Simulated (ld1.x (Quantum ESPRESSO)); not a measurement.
# What the settings do to the TM semilocal potential of terbium (Tb)

Base potential:

ld1.x (Quantum ESPRESSO) 7.5 input, shortened:

```
&input
   title='Tb', zed=65., rel=1, dft='PW91', iswitch=3,
   config='[Xe] 4f9 5d0 6s1 6p0'
 /
 &inputp
   pseudotype=1, tm=.true., lloc=1,
   nlcc=.true., new_core_ps=.true.
 /
4
5S  1  0   2.00   0.00  2.00  2.00  0.0
5D  3  2   0.00   0.00  2.00  2.00  0.0
4F  4  3   9.00   0.00  0.75  0.75  0.0
5P  2  1   6.00   0.00  1.50  1.50  0.0
 &test
   configts(1)='4f9 5s2 5p6 5d0 6s1 6p0'
 /
```

Occupied shells without a wave of their own: 6s. They enter only through the test configuration that unscreens the potential, and ld1.x also counts them in the model core charge.

Cutoffs, loose and tight: the cutoffs (Ry, on a coarse ladder) from which the occupation-weighted sum of valence levels, in a spherical-Bessel basis at the reference potential, stays within 10 and 1 mRy of its value at 400 Ry. They do not see the model core or the augmentation charge, which bear on the density cutoff. Test errors are all-electron minus pseudo excitation energies from the reference, over the configurations 4f9 5s2 5p6 5d0 6s2 6p0; 4f9 5s2 5p6 5d0 6s0 6p0; 4f8 5s2 5p6 5d0 6s0 6p0; 4f8 5s2 5p6 5d1 6s1 6p0; 4f9 5s2 5p6 5d0 6s0 6p1; 4f9 5s2 5p6 5d0.5 6s1.5 6p0; 4f7 5s2 5p6 5d0 6s0 6p0. A dash means not determined; rows that change the core or the reference have their own tests. The largest error is taken over the tests solved by every variant that gives reliable tests at all: 4f7 5s2 5p6 5d0 6s0 6p0; 4f8 5s2 5p6 5d0 6s0 6p0; 4f8 5s2 5p6 5d1 6s1 6p0; 4f9 5s2 5p6 5d0 6s0 6p0; 4f9 5s2 5p6 5d0 6s2 6p0.

With those shells counted twice in exchange and correlation these files are broken, and their errors move erratically; no question is asked of them.

Cutoffs are not given where the Bessel-basis levels miss the radial ones by over 6 mRy, ghosts where they miss by over 20 mRy; a channel whose overlap is not positive is not tested.

A semilocal file is local in each channel, so a ghost entry of none says nothing of the separable form that plane-wave codes build from it.

| change | outcome | bound ghosts | largest test error (meV) |
| --- | --- | --- | --- |
| base | generated, misses its reference levels by 0.86 eV | not determined | -3401 |
| wave 5s (bound): rc 2.00 bohr becomes 5s (bound): rc 1.26 bohr | generated | not determined | -915 |
| wave 5s (bound): rc 2.00 bohr becomes 5s (bound): rc 1.58 bohr | generated | not determined | -1162 |
| wave 5s (bound): rc 2.00 bohr becomes 5s (bound): rc 1.82 bohr | generated, misses its reference levels by 0.43 eV | not determined | -2067 |
| wave 5s (bound): rc 2.00 bohr becomes 5s (bound): rc 2.06 bohr | generated, misses its reference levels by 1.01 eV | not determined | -3846 |
| wave 5s (bound): rc 2.00 bohr becomes 5s (bound): rc 2.26 bohr | generated, misses its reference levels by 1.74 eV | not determined | -5971 |
| wave 5s (bound): rc 2.00 bohr becomes 5s (bound): rc 2.50 bohr | generated, misses its reference levels by 2.60 eV | not determined | -8159 |
| wave 5s (bound): rc 2.00 bohr becomes 5s (bound): rc 2.76 bohr | generated, misses its reference levels by 3.55 eV | not determined | -10859 |
| wave 5s (bound): rc 2.00 bohr becomes 5s (bound): rc 3.02 bohr | generated, misses its reference levels by 4.06 eV | not determined | -12188 |
